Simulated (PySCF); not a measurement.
**Two-component Hartree-Fock for N³⁺ (nitrogen, charge +3)**

Start: [He] 2p2; 2p3/2 filled at m_j = +1/2, +3/2. Calculated with PySCF 2.14 in x2c-SVPall-2c with one added diffuse shell of s type (4s2p1d, 15 functions): generalised Hartree-Fock with the X2C-1e Hamiltonian and a Gaussian nucleus; one run each with spin-orbit coupling (SO) switched off, then screened by Boettger's factors. This is a chosen level, not necessarily the ground level.

| spinor shell | electrons | ε, spin-free (eV) | ε, screened SO (eV) | weight of nominal j (screened SO) | rms radius, screened SO (bohr) |
| --- | --- | --- | --- | --- | --- |
| 1s1/2 | 2 | -489.69 | -489.69 | 1.000 | 0.265 |
| 2p3/2 | 2 | -65.657 | -65.654 | 0.831 | 1.16 |

```
   quantity  spin-free  screened SO
E (hartree)  -50.34551    -50.34519
        M_J          2            2
       ⟨J²⟩      6.000        6.000
       ⟨L²⟩      2.000        2.000
       ⟨S²⟩      2.000        2.000
```

Each row is a mean over spinors that exchange with the open shell spreads, by up to 2.394 eV (1s1/2).

Rows whose weight is well below 1 are mixtures of j = l ± 1/2: exchange outweighs spin-orbit coupling there, and the label is only the starting occupation.

Without spin-orbit coupling the j labels of p, d and f shells carry no meaning; the spin-free column gives the mean over the occupied spinors of each nl shell.
